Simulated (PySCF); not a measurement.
Gas-phase reaction: HfO2 + 2 ClO + H2O2 = HfCl2(OH)2 + 2 O2

Energies from PySCF, thermal terms from the rigid-rotor harmonic-oscillator model, ideal gas at 1 bar. S°(298 K) at PBE0/def2-TZVP differs from the NASA 1993 table for H2O2 (-8 J/mol/K); whether the harmonic model or the table's entry is off was not settled. † marks an energy on the PBE0/def2-TZVP geometry and frequencies; other levels use their own. Open shells (unrestricted): ClO (multiplicity 2, electronic degeneracy 4), O2 (multiplicity 3); the rest are closed-shell singlets. Spin-orbit splitting is ignored; it lowers the true energy and changes the entropy of ClO. B3LYP is the form with VWN-RPA correlation. Hf: scalar-relativistic def2 core potential, no spin-orbit coupling. No R ln 2 is added for the mirror-image form of H2O2. HfCl2(OH)2: computed as isolated molecules; such fragments, hydroxides, amides, oligomers or adducts are transient or little studied in the gas. The harmonic model lacks anharmonicity and excited electronic states, which grow with temperature; levels with a mode under 35 cm⁻¹ are left out. Internal rotation in H2O2 is treated as a harmonic vibration of one conformer, which makes the entropy rough. Soft modes under 120 cm⁻¹ make the harmonic entropy rough for HfCl2(OH)2.

```json
[
 {"level": "B3LYP/def2-TZVP†", "ΔE electronic, kJ": "-1010", "ΔH°(298 K), kJ": "-1009", "ΔS°(298 K), J/K": "-147", "ΔG°(1400 K), kJ": "-830"},
 {"level": "BLYP/def2-TZVP†", "ΔE electronic, kJ": "-940", "ΔH°(298 K), kJ": "-939", "ΔS°(298 K), J/K": "-147", "ΔG°(1400 K), kJ": "-759"},
 {"level": "M06-2X/def2-TZVP†", "ΔE electronic, kJ": "-1079", "ΔH°(298 K), kJ": "-1077", "ΔS°(298 K), J/K": "-147", "ΔG°(1400 K), kJ": "-898"},
 {"level": "PBE/def2-SVP", "ΔE electronic, kJ": "-1067", "ΔH°(298 K), kJ": "-1063", "ΔS°(298 K), J/K": "-153", "ΔG°(1400 K), kJ": "-874"},
 {"level": "PBE/def2-TZVP†", "ΔE electronic, kJ": "-960", "ΔH°(298 K), kJ": "-959", "ΔS°(298 K), J/K": "-147", "ΔG°(1400 K), kJ": "-779"},
 {"level": "PBE0/def2-QZVP†", "ΔE electronic, kJ": "-1029", "ΔH°(298 K), kJ": "-1028", "ΔS°(298 K), J/K": "-147", "ΔG°(1400 K), kJ": "-848"},
 {"level": "PBE0/def2-TZVP", "ΔE electronic, kJ": "-1041", "ΔH°(298 K), kJ": "-1040", "ΔS°(298 K), J/K": "-147", "ΔG°(1400 K), kJ": "-861"},
 {"level": "r2SCAN/def2-TZVP†", "ΔE electronic, kJ": "-1048", "ΔH°(298 K), kJ": "-1046", "ΔS°(298 K), J/K": "-147", "ΔG°(1400 K), kJ": "-867"},
 {"level": "ωB97M-V/def2-TZVP†", "ΔE electronic, kJ": "-1059", "ΔH°(298 K), kJ": "-1058", "ΔS°(298 K), J/K": "-147", "ΔG°(1400 K), kJ": "-879"},
 {"level": "ωB97X-V/def2-TZVP†", "ΔE electronic, kJ": "-1082", "ΔH°(298 K), kJ": "-1080", "ΔS°(298 K), J/K": "-147", "ΔG°(1400 K), kJ": "-901"}
]
```
ΔH° is lowest at ωB97X-V/def2-TZVP† and highest at BLYP/def2-TZVP†. No reference value is set beside these.
